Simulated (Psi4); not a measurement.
C4H3O (SMILES [c]1ccoc1), doublet, at a GFN2-xTB geometry, atoms displaced at random by about 0.1 Å a coordinate; PBE0/STO-3G in Psi4.

The Psi4 input:
```
memory 2 GB

molecule {
0 2
O     0.13194106    0.06724746    1.02721690
C    -0.05334722    1.04588223    0.42047573
C    -0.17091755   -1.08801698    0.24696384
C     0.18793247    0.88105262   -1.19325852
C     0.16694596   -0.80449383   -1.18869739
H    -0.12608426    1.96543451    0.92629266
H     0.09329396   -2.05700603    0.88008920
H    -0.15243890   -1.24136604   -1.96981066
}

set {
  basis sto-3g
  reference uks
  g_convergence turbomole
}

optimize('pbe0')
print_variables()
```

What the program printed (banner, timings and long lists left out):

```
gradient() will perform analytic gradient computation.

   => Loading Basis Set <=

    Name: STO-3G
    Role: ORBITAL
    Keyword: BASIS

         ---------------------------------------------------------
                                   SCF
               by Justin Turney, Rob Parrish, Andy Simmonett
                          and Daniel G. A. Smith
                              UKS Reference
         ---------------------------------------------------------

  ==> Geometry <==

    Molecular point group: c1
    Full point group: C1

    Geometry (in Angstrom), charge = 0, multiplicity = 2:

       Center              X                  Y                   Z               Mass
    ------------   -----------------  -----------------  -----------------  -----------------
         O            0.079849816092     0.065078831026     1.091507568913    15.994914619570
         C           -0.105438463908     1.043713601026     0.484766398913    12.000000000000
         C           -0.223008793908    -1.090185608974     0.311254508913    12.000000000000
         C            0.135841226092     0.878883991026    -1.128967851087    12.000000000000
         C            0.114854716092    -0.806662458974    -1.124406721087    12.000000000000
         H           -0.178175503908     1.963265881026     0.990583328913     1.007825032230
         H            0.041202716092    -2.059174658974     0.944379868913     1.007825032230
         H           -0.204530143908    -1.243534668974    -1.905519991087     1.007825032230

  Running in c1 symmetry.

  Rotational constants: A =      0.31962  B =      0.26833  C =      0.14852 [cm^-1]
  Rotational constants: A =   9581.99925  B =   8044.21419  C =   4452.51313 [MHz]
  Nuclear repulsion =  146.115504263417222

  Charge       = 0
  Multiplicity = 2
  Electrons    = 35
  Nalpha       = 18
  Nbeta        = 17

  ==> Algorithm <==

  SCF Algorithm Type is DF.
  DIIS enabled.
  MOM disabled.
  Fractional occupation disabled.
  Guess Type is SAD.
  Energy threshold   = 1.00e-08
  Density threshold  = 1.00e-08
  Integral threshold = 1.00e-12

  ==> Primary Basis <==

  Basis Set: STO-3G
    Blend: STO-3G
    Number of shells: 18
    Number of basis functions: 28
    Number of Cartesian functions: 28
    Spherical Harmonics?: true
    Max angular momentum: 1

  ==> DFT Potential <==

   => LibXC <=

    Version 7.1.2
    S. Lehtola, C. Steigemann, M. J. T. Oliveira, and M. A. L. Marques,  SoftwareX 7, 1–5 (2018) (10.1016/j.softx.2017.11.002)

   => Composite Functional: PBE0 <=

    PBE0 Hyb-GGA Exchange-Correlation Functional

    C. Adamo and V. Barone,  J. Chem. Phys. 110, 6158 (1999) (10.1063/1.478522)
    M. Ernzerhof and G. E. Scuseria,  J. Chem. Phys. 110, 5029 (1999) (10.1063/1.478401)

    Deriv               =              1
    GGA                 =           TRUE
    Meta                =          FALSE

    Exchange Hybrid     =           TRUE
    MP2 Hybrid          =          FALSE

   => Exchange Functionals <=

    0.7500   Perdew, Burke & Ernzerhof

   => Exact (HF) Exchange <=

    0.2500               HF

   => Correlation Functionals <=

    1.0000   Perdew, Burke & Ernzerhof

   => LibXC Density Thresholds  <==

    XC_HYB_GGA_XC_PBEH:  1.00E-15

   => Molecular Quadrature <=

    Radial Scheme          =       TREUTLER
    Pruning Scheme         =           NONE
    Nuclear Scheme         =       TREUTLER

    Blocking Scheme        =         OCTREE
    BS radius alpha        =              1
    Pruning alpha          =              1
    Radial Points          =             75
    Spherical Points       =            302
    Total Points           =         169264
    Total Blocks           =           1327
    Max Points             =            256
    Max Functions          =             28
    Weights Tolerance      =       1.00E-15

   => Loading Basis Set <=

    Name: (STO-3G AUX)
    Role: JKFIT
    Keyword: DF_BASIS_SCF

  ==> Integral Setup <==

  SCF_SUBTYPE=INCORE selected. In-core MEM_DF algorithm will be used.
  Using in-core AOs.

  ==> MemDFJK: Density-Fitted J/K Matrices <==

    J tasked:                   Yes
    K tasked:                   Yes
    wK tasked:                   No
    Algorithm:                 Core
    Schwarz Cutoff:           1E-12
    Mask sparsity (%):       1.2755
    Fitting Condition:        1E-10

   => Auxiliary Basis Set <=

  Basis Set: (STO-3G AUX)
    Blend: DEF2-UNIVERSAL-JKFIT
    Number of shells: 143
    Number of basis functions: 431
    Number of Cartesian functions: 509
    Spherical Harmonics?: true
    Max angular momentum: 4

  Minimum eigenvalue in the overlap matrix is 2.0864186665E-01.
  Reciprocal condition number of the overlap matrix is 8.9968051652E-02.
    Using symmetric orthogonalization.

  ==> Pre-Iterations <==

  SCF Guess: Superposition of Atomic Densities via on-the-fly atomic UHF (no occupation information).

   -------------------------
    Irrep   Nso     Nmo
   -------------------------
     A         28      28
   -------------------------
    Total      28      28
   -------------------------

  ==> Iterations <==

                           Total Energy        Delta E     RMS |[F,P]|

   @DF-UKS iter SAD:  -223.91396326177284   -2.23914e+02   0.00000e+00
   @DF-UKS iter   1:  -225.80889049546519   -1.89493e+00   1.45119e-02 ADIIS/DIIS
   @DF-UKS iter   2:  -224.77522510197218    1.03367e+00   4.13188e-02 ADIIS/DIIS
   @DF-UKS iter   3:  -225.93148117018868   -1.15626e+00   5.82708e-03 ADIIS/DIIS
   @DF-UKS iter   4:  -225.94699963170768   -1.55185e-02   3.14148e-03 ADIIS/DIIS
   @DF-UKS iter   5:  -225.95232423263855   -5.32460e-03   1.26333e-03 ADIIS/DIIS
   @DF-UKS iter   6:  -225.95366685411463   -1.34262e-03   8.66871e-04 ADIIS/DIIS
   @DF-UKS iter   7:  -225.95445761652533   -7.90762e-04   2.90825e-04 ADIIS/DIIS
   @DF-UKS iter   8:  -225.95484895736428   -3.91341e-04   3.03840e-04 ADIIS/DIIS
[...]
  @DF-UKS Final Energy:  -226.17112880580305
    Total Energy =                       -226.1711288058030505
  @DF-UKS Final Energy:  -226.16838796219145
    Total Energy =                       -226.1683879621914457
  @DF-UKS Final Energy:  -226.17195918157586
    Total Energy =                       -226.1719591815758577
  @DF-UKS Final Energy:  -226.17281937755655
    Total Energy =                       -226.1728193775565501
  @DF-UKS Final Energy:  -226.17283851744813
    Total Energy =                       -226.1728385174481275
  @DF-UKS Final Energy:  -226.17284130128962
    Total Energy =                       -226.1728413012896226
  @DF-UKS Final Energy:  -226.17284161297971
    Total Energy =                       -226.1728416129797097
[...]
	 B(4,5,8)         =         2.234764         128.042550
	 B(5,3,7)         =         2.312531         132.498258
	 D(1,2,4,5)       =        -0.000073          -0.004171
	 D(1,3,5,4)       =        -0.000000          -0.000000
	 D(1,3,5,8)       =        -3.141706        -180.006486
	 D(2,1,3,5)       =        -0.000040          -0.002292
	 D(2,1,3,7)       =         3.141150         179.974624
	 D(2,4,5,3)       =         0.000046           0.002650
	 D(2,4,5,8)       =         3.141751         180.009075
	 D(3,1,2,4)       =         0.000069           0.003947
	 D(3,1,2,6)       =         3.141465         179.992661
	 D(4,5,3,7)       =        -3.141102        -179.971895
	 D(5,4,2,6)       =        -3.141417        -179.989955
	 D(7,3,5,8)       =         0.000380           0.021757

	        --- Internal Coordinate Step in ANG or DEG, aJ/ANG or AJ/DEG ---
	-------------------------------------------------------------------------------
	           Coordinate      Previous         Force          Change          New
	           ----------      --------        ------          ------        ------
	               R(1,2)       1.41030       -0.00049       -0.00003       1.41027
	               R(1,3)       1.40002        0.00044        0.00005       1.40007
	               R(2,4)       1.36351       -0.00002       -0.00001       1.36350
	               R(2,6)       1.09214        0.00007        0.00001       1.09215
	               R(3,5)       1.37042       -0.00007       -0.00002       1.37039
	               R(3,7)       1.09425       -0.00029       -0.00004       1.09421
	               R(4,5)       1.43826        0.00055        0.00009       1.43835
	               R(5,8)       1.09004       -0.00034       -0.00004       1.08999
	             B(1,2,4)     109.33005       -0.00000       -0.00702     109.32304
	             B(1,2,6)     116.13177        0.00000        0.00203     116.13381
	             B(1,3,5)     111.93182       -0.00000        0.00196     111.93378
	             B(1,3,7)     115.56992        0.00000        0.00221     115.57212
	             B(2,1,3)     105.04149        0.00000        0.00452     105.04601
	             B(2,4,5)     108.87987        0.00000        0.00841     108.88828
	             B(3,5,4)     104.81677       -0.00000       -0.00788     104.80889
	             B(3,5,8)     127.14068        0.00000        0.00570     127.14638
	             B(4,2,6)     134.53817        0.00000        0.00499     134.54316
	             B(4,5,8)     128.04255        0.00000        0.00218     128.04473
	             B(5,3,7)     132.49826       -0.00000       -0.00416     132.49410
	           D(1,2,4,5)      -0.00417        0.00000        0.00336      -0.00081
	           D(1,3,5,4)      -0.00000       -0.00000        0.00000      -0.00000
	           D(1,3,5,8)    -180.00649        0.00000        0.00481    -180.00167
	           D(2,1,3,5)      -0.00229        0.00000        0.00229       0.00000
	           D(2,1,3,7)     179.97462        0.00000        0.02131     179.99593
	           D(2,4,5,3)       0.00265       -0.00000       -0.00183       0.00082
	           D(2,4,5,8)     180.00907       -0.00000       -0.00710     180.00197
	           D(3,1,2,4)       0.00395       -0.00000       -0.00395       0.00000
	           D(3,1,2,6)     179.99266        0.00000        0.01119     180.00385
	           D(4,5,3,7)    -179.97190       -0.00000       -0.02358    -179.99547
	           D(5,4,2,6)    -179.98996       -0.00000       -0.01511    -180.00507
	           D(7,3,5,8)       0.02176       -0.00000       -0.01837       0.00338
	-------------------------------------------------------------------------------

	                                 ==> Convergence Check <==

	Measures of convergence in internal coordinates in au.

	Criteria marked as inactive (o), active & met (*), and active & unmet ( ).

	----------------------------------------------------------------------------------------------
	   Step    Total Energy     Delta E     Max Force     RMS Force      Max Disp      RMS Disp
	----------------------------------------------------------------------------------------------
	  Convergence Criteria     1.00e-06 *    1.00e-03 *    5.00e-04 *    1.00e-03 *    5.00e-04 *
	----------------------------------------------------------------------------------------------
	    11    -226.17284161   -3.12e-07 *    6.65e-05 *    2.82e-05 *    4.12e-04 *    1.50e-04 *  ~
	----------------------------------------------------------------------------------------------

Next Geometry in Ang
	Fragment 1 (Ang)

	    O   0.0116492051  -0.0141813350   1.1376019785
	    C  -0.0091514639   1.1362426095   0.3221481235
	    C   0.0144279278  -1.0925760886   0.2447183808
	    C  -0.0182736715   0.7601798239  -0.9884373979
	    C  -0.0032915371  -0.6762720786  -1.0607917237
	    H  -0.0143085315   2.0956922101   0.8438924890
	    H   0.0299836107  -2.0857486081   0.7036905138
	    H  -0.0053940697  -1.3040367439  -1.9518552624

    Final optimized geometry and variables:
    Molecular point group: c1
    Full point group: C1

    Geometry (in Angstrom), charge = 0, multiplicity = 2:

    O            0.011585435155    -0.014233215202     1.137633935049
    C           -0.009055698842     1.136175305663     0.322109361232
    C            0.014308901401    -1.092561547847     0.244748435957
    C           -0.018218792227     0.760208823094    -0.988511534656
    C           -0.003347612198    -0.676163250223    -1.060757854868
    H           -0.014340125246     2.095619703078     0.843838553396
    H            0.030108147289    -2.085764718130     0.703741449383
    H           -0.005398785399    -1.303981311063    -1.951835243906

  Variable Map:
  ----------------------------------------------------------------------------
[...]
  Array Variable Map:
  ----------------------------------------------------------------------------
[...]
Optimizer: Optimization complete!
```
